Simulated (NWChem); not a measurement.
System: GeSiH3Br, singlet; SMILES [SiH3][Ge][Br]

NWChem input:

```
start job
memory heap 200 mb stack 900 mb global 1100 mb
geometry units angstroms noautosym nocenter noautoz
  Ge     0.875400    -0.495430    -0.404907
  Br    -0.315879     1.323694     0.498143
  Si    -1.045035    -2.037004    -0.067561
  H     -0.750535    -3.433382    -0.526986
  H     -2.228636    -1.528532    -0.832133
  H     -1.393469    -2.082981     1.388632
end
basis spherical
  * library pcsseg-1
end
dft
  xc slater vwn_5
  iterations 150
end
property
  shielding 5 1 2 3 4 5
end
task dft property
```

Low-valent species are run as closed-shell singlets; no triplet was tried in these runs. Geometry: optimised at PBE0/def2-SVP.

GIAO values for the isolated, static molecule; σ is the absolute isotropic shielding, δ = σ(reference) − σ with the isolated reference molecule computed at the same levels (1H: tetramethylsilane, 29Si: tetramethylsilane). Spin-orbit effects, on the heavy nuclei and on their neighbours, are missing.

Atoms are numbered as in the input.

Give the results of this calculation. (LDA (Slater exchange, VWN5)/pcSseg-1, GIAO.) Quantities: σ Ge1 (ppm); σ Br2 (ppm); δ Si3 (ppm); δ H4 (rotor mean) (ppm).


```
Item                      Result
-----------------------  -------
σ Ge1 (ppm)              -1206.9
σ Br2 (ppm)                513.8
δ Si3 (ppm)                -77.9
δ H4 (rotor mean) (ppm)     4.15
```
